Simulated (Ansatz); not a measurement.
A structure relaxed at r2SCAN-D4/def2-SVP in Ansatz, charge 1, doublet:

```xyz
5

Zr   -0.657    1.155    0.271
Ag    0.685   -1.211   -0.293
Ag   -1.823   -1.227    0.922
Ag    0.016    0.582   -2.315
Ag    1.780    0.702    1.416
```

Q: Give its formula.

A: the cluster ZrAg4⁺.

Q: Summarise the bond lengths by kind (pairs closer than 1.2 times the sum of covalent radii, bridged metal pairs left out).

A: 4 × Ag–Zr 2.73 to 2.78 Å; 3 × Ag–Ag 2.78 to 2.79 Å.

In the def2 sets Ag, Zr take a core potential; there is no spin–orbit coupling. Another isomer (doublet) lies 0.29 eV lower at PBE0-D4/def2-TZVP; other spin states weren't run for this one.
